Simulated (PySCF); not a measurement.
Computed properties of CH5BFNO, SMILES NB(O)CF

CH5BFNO, SMILES B(CF)(O)N. The structure is a stationary point at PBE0-D3(BJ)/def2-SVP. The structure was generated by enumeration, and PubChem lists no compound with its InChIKey, so it may never have been made. One conformer was computed; it need not be the lowest. All values are computed for the isolated molecule unless a solvent is named; none is compared with measurement here.

**Structure.** The optimised structure has Cs symmetry. All 24 harmonic modes at PBE0-D3(BJ)/def2-SVP (PySCF) are real, so it is a minimum. With heavy atoms numbered as in [NH2:1][B:2]([OH:3])[CH2:4][F:5], the shortest bond between them is B2–O3 at 1.369 Å and the longest B2–C4 at 1.587 Å.

**Vibrations.** The strongest infrared lines (harmonic, unscaled, degenerate partners summed) lie at 1599 cm⁻¹ (271 km/mol, H 56 %, N 23 %, B 20 %), 513 cm⁻¹ (213 km/mol, H 70 %, N 13 %, B 10 %), 1464 cm⁻¹ (155 km/mol, B 54 %, H 29 %, O 11 %). The softest mode is at 99 cm⁻¹ and the zero-point energy is 48.1 kcal/mol.

**Electronic structure.** r2SCAN/def2-TZVP (PySCF) places the frontier levels at -6.83 and 0.59 eV, a gap of 7.42 eV, and gives a dipole moment of 2.63 D and a mean polarisability of 38.6 bohr³. PBE/def2-TZVP (PySCF) at the same geometry gives -6.51 and -0.21 eV, so its gap is 1.12 eV narrower. An orbital gap is neither the optical nor the fundamental gap.

**Excitations.** TDDFT-PBE0/def2-SVPD (PySCF) has S1 at 6.75 eV (184 nm, f = 0.011, weak); the most intense of the 10 singlets computed lies at 8.64 eV (f = 0.22). T1 (TDA) is at 6.53 eV. TDDFT-PBE/def2-SVPD (PySCF) puts S1 at 5.99 eV. No vertical singlet excitation falls in the visible range (under 3.1 eV).

**NMR.** GIAO shifts at KT2/pcSseg-1 (PySCF) (non-relativistic, atoms alike by connectivity averaged): ¹³C at 77.6 ppm against TMS; ¹H from 3.0 to 4.7 ppm against TMS; ¹⁹F at -335.0 ppm against CFCl3; ¹¹B at 16.7 ppm against BF3.
